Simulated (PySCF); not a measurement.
Computed shifts of a molecule C10H9NS, KT2/pcSseg-1 run with PySCF, GIAO, gas phase, equivalent atoms averaged, in ppm (number of nuclei): ¹³C: 146.7 (1), 145.8 (1), 145.3 (1), 135.2 (1), 131.5 (1), 123.8 (1), 119.9 (1), 118.0 (1), 113.0 (1), 19.6 (1). ¹⁵N: 317.6 (1). ¹H: 8.51 (1), 7.57 (1), 7.52 (1), 7.48 (1), 6.88 (1), 6.88 (1), 2.64 (3). References: ¹³C against TMS (σ = 185.1 ppm); ³³S against H2S (σ = 723.0 ppm); ¹⁵N against NH3 (σ = 266.2 ppm); ¹H against TMS (σ = 31.47 ppm), references at their B3LYP-D3(BJ)/def2-TZVP geometries, non-relativistic. Geometry: PBE0-D3(BJ)/def2-SVP. Other conformers were not sampled.

**Question.** Which structure fits?
(A) Cc1scnc1-c1ccccc1
(B) Cc1nc(-c2ccccc2)cs1
(C) Cc1ccsc1-c1cccnc1
(D) Cc1csc(-c2ccccn2)c1

**Answer.** D, Cc1csc(-c2ccccn2)c1
